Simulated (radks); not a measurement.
Removal energies from the cobalt ion Co13+, [Ne] 3s2 3p(1/2: 2, 3/2: 0), by Delta-SCF beside the eigenvalue of the level emptied. Method: Dirac Kohn-Sham, relativistic LDA (MacDonald-Vosko exchange, VWN5 correlation), spin-unpolarised, spherical densities, finite nucleus; Fermi nuclear charge, rms radius of each element as measured or else 0.836 A^(1/3) + 0.57 fm; computed with a radial shooting solver on a logarithmic mesh with Libxc functionals. Sub-shells are occupied by j as written (lower j first in brackets).

| removed from | final configuration | Delta-SCF (eV) | -eigenvalue (eV) |
|---|---|---|---|
| 3p1/2 | [Ne] 3s2 3p(1/2: 1, 3/2: 0) | 408.72 | 391.63 |
| 3s1/2 | [Ne] 3s1 3p(1/2: 2, 3/2: 0) | 444.32 | 427.51 |
| 2p3/2 | [He] 2s2 2p(1/2: 2, 3/2: 3) 3s2 3p(1/2: 2, 3/2: 0) | 1205.8 | 1158.4 |
| 2p1/2 | [He] 2s2 2p(1/2: 1, 3/2: 4) 3s2 3p(1/2: 2, 3/2: 0) | 1221.4 | 1173.4 |
